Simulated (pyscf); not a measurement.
# Hydrogen shift: H₃Si–PH• -> •H₂Si–PH₂

Gas phase, doublet surface, charge 0. Bonds broken: Si2–H5. Bonds formed: P1–H5. Structures and frequencies: ωB97X-D3(BJ)/def2-SVP in PySCF. MP2 and CC: frozen core, UHF for open shells. ΔMP2 is the change of the MP2 total energy from the triple- to the quadruple-zeta basis.

Transition state (Å):

```xyz
6

P     -0.2969     1.5261    -0.6420
Si     0.5950    -0.1786     0.4535
H     -0.2593    -1.1082     1.2412
H     -1.4547     0.7339    -0.9070
H      0.5590     0.1566    -1.1838
H      1.9143     0.1389     1.0546
```

One imaginary mode, 1516i cm⁻¹; descent along it reached the two sides named.

```
bond    change  reactant side (Å)  saddle  product side
------  ------  -----------------  ------  ------------
Si2–H5  breaks              1.493   1.672           2.8
P1–H5    forms                3.1   1.703         1.424
```

Electronic energies relative to the reactant's lowest minimum found (kJ/mol):

| level | barrier | reaction energy | reverse barrier |
|---|---|---|---|
| ωB97X-D3(BJ)/def2-TZVP | 144.5 | +29.3 | 115.2 |
| PBE/def2-TZVP | 107.1 | +17.4 | 89.6 |
| r²SCAN/def2-TZVP | 119.4 | +23.5 | 95.9 |
| B3LYP-D3(BJ)/def2-TZVP | 134.2 | +27.1 | 107.1 |
| PBE0-D3(BJ)/def2-TZVP | 123.2 | +22.5 | 100.7 |
| M06-2X/def2-TZVP | 133.6 | +24.7 | 108.9 |
| ωB97M-D3(BJ)/def2-TZVP | 138.8 | +30.3 | 108.5 |
| HF/def2-TZVP | 195.4 | +47.1 | 148.3 |
| MP2/def2-QZVPP | 140.0 | +27.7 | 112.3 |
| CCSD/def2-TZVPP | 149.4 | +34.3 | 115.0 |
| CCSD(T)/def2-TZVPP | 140.0 | +31.4 | 108.6 |
| CCSD(T)/def2-TZVPP + ΔMP2(QZVPP) | 137.7 | +31.1 | 106.5 |

With CCSD(T)/def2-TZVPP + ΔMP2(QZVPP) energies and thermal terms (ideal gas, 1 atm, RRHO with modes under 100 cm⁻¹ raised to 100, one conformer, R ln 2 for rigid chiral ones), in kJ/mol:

| T (K) | ΔH‡ | ΔG‡ | ΔH | ΔG |
|---|---|---|---|---|
| 298 | 129.1 | 129.4 | +32.1 | +31.9 |
| 600 | 127.8 | 130.2 | +32.2 | +31.6 |
| 900 | 126.3 | 131.7 | +32.1 | +31.3 |
| 1200 | 124.5 | 133.8 | +32.0 | +31.1 |

One saddle was located; it need not be the lowest between these sides. The CCSD(T) − MP2 part came from Ansatz, without density fitting, on the same reference.
